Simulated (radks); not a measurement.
Results of a calculation; reference values are marked as such.
Neutral rubidium, 37 electrons, occupied as [Kr] 5s1 (the NIST ground configuration). Level of theory: scalar-relativistic Kohn-Sham, PBE, spin-polarised, spherical densities, point nucleus; open shells are filled with parallel spins first (spin-orbit coupling, left out, can overturn this in heavy ions) (a radial shooting solver on a logarithmic mesh with Libxc functionals).

X-ray form factor f0, the Fourier transform of the density (f0(0) = 37):

sin(theta)/lambda (1/angstrom)  f0 (electrons)
0.05                                    35.994
0.1                                     33.943
0.15                                    31.683
0.2                                     29.371
0.25                                    27.157
0.3                                     25.165
0.4                                     21.920
0.5                                     19.360
0.6                                     17.134
0.8                                     13.258
1                                       10.275
1.25                                     7.889
1.5                                      6.565
2                                        5.189
